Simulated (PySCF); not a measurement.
A structure optimised at PBE-D3(BJ)/def2-SVP, used in a PySCF frequency run:

```
Ge
F 1 1.7320
F 1 1.7320 2 106.13
Cl 1 2.1297 2 109.45 3 -118.01
Cl 1 2.1297 2 109.45 3 118.01
```

Write its SMILES, formula and point group.

[F][Ge]([F])([Cl])[Cl], Cl₂F₂Ge, C2v

What are its rotational constants (standard atomic weights)?

2.5021, 1.7092, 1.4357 GHz
